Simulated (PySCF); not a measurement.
CrF3, SMILES [Cr]([F])([F])[F] (connectivity only; charge and spin as stated), neutral, multiplicity 4.

The structure is a stationary point at TPSSh-D3(BJ)/def2-SVP. The spin state was assumed, not searched.

These are PBE/def2-TZVPD (PySCF) values and carry that method's errors.

Gas-phase values at a fixed geometry.

* **total energy**: -1343.78367 hartree
* **point group**: D3h
* **α spin, highest occupied and lowest empty level**: -6.38 and -4.73 eV
* **β spin, highest occupied and lowest empty level**: -10.20 and -4.00 eV
* **dipole moment**: 0.00 D
* **quadrupole, principal values (traceless, Buckingham form, about the centre of nuclear charge)**: -2.98, -2.98, 5.96 D·Å
* **mean static polarisability**: 32.9 bohr³ (4.87 Å³)
* **polarisability, principal values**: 26.2, 36.2, 36.2 bohr³
* **⟨S²⟩**: 3.770 (pure state 3.75)
